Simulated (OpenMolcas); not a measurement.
F+: CASPT2 settings compared

- Program: OpenMolcas
- Basis: ANO-L-VDZP [3s2p1d]
- Scalar Hamiltonian: non-relativistic, point nucleus
- Active space: 4 electrons in 3 orbitals (2p)
- State averaging: 2S+1 = 3 even, 3 roots; 2S+1 = 1 even, 6 roots
- Spin-orbit coupling: RASSI with atomic mean-field integrals over the reference wave functions, term energies averaged over their components

Methods on the same reference wave functions:
A. CASSCF
B. SS-CASPT2, IPEA 0.35 Eh, sigma1 regulariser 0.3 Eh (closed shells correlated: 2s)
C. SS-CASPT2, IPEA 0.5 Eh, no level shift (closed shells correlated: 1s 2s)
D. XMS-CASPT2, IPEA 0.75 Eh, sigma1 regulariser 0.3 Eh (closed shells correlated: 1s 2s)

Energies in cm⁻¹ above 2s² 2p⁴ ³P₂, the measured ground level; measured values from NIST Handbook of Basic Atomic Spectroscopic Data.

| Level | A | B | C | D | Measured |
| --- | --- | --- | --- | --- | --- |
| 2s² 2p⁴ ³P₂ | 0.0 | 0.0 | 0.0 | 0.0 | 0.0 |
| 2s² 2p⁴ ³P₁ | 331 | 331 | 331 | 331 | 341 |
| 2s² 2p⁴ ³P₀ | 492 | 491 | 491 | 491 | 490 |
| 2s² 2p⁴ ¹D₂ | 22729 | 21990 | 21900 | 21730 | 20873 |
| 2s² 2p⁴ ¹S₀ | 56332 | 48940 | 48990 | 49110 | 44918 |

Deviations, from unrounded energies. A percentage is the sum of absolute deviations over the sum of measured energies, with the sign that they share, or ± where signs differ.

| Against measurement | Levels | A | B | C | D |
| --- | --- | --- | --- | --- | --- |
| mean absolute deviation (cm-1) | 4 | 3300 | 1300 | 1300 | 1300 |
| fine structure of the ground term (%) | 2 | ±1.4 | ±1.4 | ±1.4 | ±1.4 |
| other terms of the ground configuration (%) | 2 | +20.2 | +7.8 | +7.8 | +7.7 |

B, C, D lie about equally close to measurement and A furthest from it. The largest miss of D in the table is 2s² 2p⁴ ¹S₀, by +4200 cm-1. The ranking rests on the paired levels alone, and a cruder setting can come out closer through cancelling errors.

Among B to D the level of the table that moves most is 2s² 2p⁴ ¹D₂, by 260 cm-1 (lowest in D, highest in B). Moves below CASPT2's spread within the term are not significant.

The mean deviations of B to D differ by less than CASPT2's widest spread within a term (540 cm-1), so their order carries little weight.

From A to B the spin-free energies of the other terms of 2s² 2p⁴ shown, above ³P, scale by factors of 0.87 to 0.97.

The lowest spin-free term lies below A's lowest term by 0.101 hartree in B, 0.100 hartree in C, 0.100 hartree in D.

Term energies are means over components that CASPT2 splits; among the terms shown or strongly mixed into the levels shown the widest spread is 540 cm-1 (2s² 2p⁴ ¹D, D). With the s shell closed, the reference lacks s² → p² mixing. Without dynamic correlation excited terms often stand tens of per cent too high (terms of higher spin than the ground term too low), and those without a measured partner can miss by more than the paired ones (holds for A). Measured partners are found by configuration, term and J. A level has none where our copy of the source lacks it or the pairing is in doubt (some pairs that miss far off the trend of their configuration count as doubtful), and it then counts in no deviation. Levels of configurations outside the active space are missing.
